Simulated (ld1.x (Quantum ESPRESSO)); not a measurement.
**nickel (Ni): variants of one RRKJ potential**

Base potential:

Ni, norm-conserving RRKJ (Kleinman–Bylander form), made with ld1.x (Quantum ESPRESSO) 7.5 (PBE, scalar-relativistic). Core [Ne] 3s2, reference 3p6 3d8 4s0 4p0 (charge +2). Waves: 3p (bound): rc 1.20 bohr; 3d (bound): rc 1.35 bohr; 4s (bound, empty): rc 2.00 bohr. Local part: the s channel. Core correction: none. rho0 = 0.001.

All-electron outer shells of the reference configuration (PBE, scalar-relativistic, ld1.x):

| shell | level (eV) | outermost node (bohr) | outermost maximum (bohr) |
| --- | --- | --- | --- |
| 3s | -130.75 | 0.30 | 0.64 |
| 3p | -91.10 | 0.27 | 0.65 |
| 3d | -28.37 | – | 0.63 |
| 4s | -21.65 | 0.91 | 2.02 |
| 4p | -15.02 | 0.99 | 2.44 |

Cutoffs, loose and tight: the cutoffs (Ry, on a coarse ladder) from which the occupation-weighted sum of valence levels, in a spherical-Bessel basis at the reference potential, stays within 10 and 1 mRy of its value at 400 Ry. They do not see the model core or the augmentation charge, which bear on the density cutoff. Test errors are all-electron minus pseudo excitation energies from the reference, over the configurations 3p6 3d8 4s2 4p0; 3p6 3d8 4s1 4p0; 3p6 3d7 4s0 4p0; 3p6 3d8 4s0 4p2; 3p5 3d8 4s2 4p0; 3p6 3d8 4s0 4p1; 3p6 3d7 4s2 4p1. A dash means not determined; rows that change the core or the reference have their own tests. The largest error is taken over the tests solved by every variant that gives reliable tests at all: 3p5 3d8 4s2 4p0; 3p6 3d7 4s0 4p0; 3p6 3d7 4s2 4p1; 3p6 3d8 4s0 4p1; 3p6 3d8 4s1 4p0.

```csv
change,outcome,"cutoff, loose","cutoff, tight",bound ghosts,largest test error (meV)
base,generated,100 Ry,160 Ry,none,-1259
"all radii scaled by about 1.21 (s 2.42, p 1.46, d 1.64 bohr)",generated,70 Ry,110 Ry,none,-1171
"all radii scaled by about 1.35 (s 2.70, p 1.62, d 1.82 bohr)",generated,70 Ry,90 Ry,none,-1197
```

(1) What comes out with this change to the base: all radii scaled by about 1.14 (s 2.28, p 1.36, d 1.54 bohr)?

(2) What comes out with this change to the base: all radii scaled by about 0.89 (s 1.78, p 1.06, d 1.20 bohr)?

(3) What comes out with this change to the base: all radii scaled by about 0.77 (s 1.54, p 0.92, d 1.04 bohr)?

Answers

(1) outcome: generated; cutoff, loose: 80 Ry; cutoff, tight: 120 Ry; bound ghosts: none; largest test error (meV): -1167.

(2) outcome: generated; cutoff, loose: 120 Ry; cutoff, tight: 180 Ry; bound ghosts: none; largest test error (meV): -1310.

(3) outcome: generated; cutoff, loose: 160 Ry; cutoff, tight: 260 Ry; bound ghosts: none; largest test error (meV): -1242.

Reading the sweep of the scale of all radii (base = 1) (base included, trends over the rows without a ghost): The loose cutoff falls from 160 Ry at 0.77 to 70 Ry at 1.35. A larger radius leaves more room for a smooth pseudo-wave, so fewer plane waves are needed; a smaller one forces it to follow the all-electron wave where it bends sharply.
